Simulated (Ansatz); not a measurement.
Mulliken charges of C₂H₄BClO, SMILES `OB1CC1Cl` from r2SCAN/def2-TZVPP in Ansatz (PBE0-D4/def2-TZVP geometry).

```csv
atom,x (Å),y (Å),z (Å),charge (e)
O1,-1.174,0.823,-1.466,-0.270
B2,-0.473,0.168,-0.538,0.187
C3,0.519,-0.938,-0.221,-0.209
C4,0.122,0.104,0.868,-0.028
Cl5,1.321,1.289,1.387,-0.167
H6,-1.582,1.630,-1.137,0.233
H7,0.247,-1.963,0.012,0.078
H8,1.519,-0.851,-0.641,0.083
H9,-0.410,-0.307,1.719,0.094
```

**Question.** By hand: the dipole of these point charges (1 e Å = 4.8032 D).

**Answer.** Σ q r = (-0.366, -0.086, -0.070) e Å, of length 0.382 e Å = 1.83 D.

**Question.** How does the dipole of the full density compare? (Estimate.)

**Answer.** Computed: (-0.364, -0.048, -0.038) e Å, 1.77 D; the point charges give 1.03 times that, at 7° from its direction.

Point charges leave out the atoms' own dipoles, such as those of lone pairs, and Mulliken's split depends on the basis, so the close match here is no proof of good charges.
